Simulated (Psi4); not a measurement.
Pair of molecules, SMILES O with SMILES [GeH4] (the first has 3 atoms); geometry from B3LYP-D3(BJ)/def2-TZVP, rigid monomers moved along the line of their centres of mass till O1···Ge4 is 5.89 Å.
(charge 0, multiplicity 1):
```tsv
atom	x (Å)	y (Å)	z (Å)
O	0.2621	-0.1240	0.4007
H	-0.6530	0.0334	0.1450
H	0.7021	0.7273	0.3054
Ge	-0.4878	-0.0331	6.2466
H	-0.7177	0.0507	7.7682
H	-0.9175	1.3049	5.6234
H	-1.3409	-1.1726	5.6767
H	1.0003	-0.2834	5.9782
```

Calculation: SAPT0/aug-cc-pVDZ (Psi4).

Q: Which attractive term is largest, and how does the interaction split up?

A: electrostatics -0.06, exchange 0.00, induction -0.01, dispersion -0.04, total -0.11 kcal/mol; the largest attraction is electrostatics.
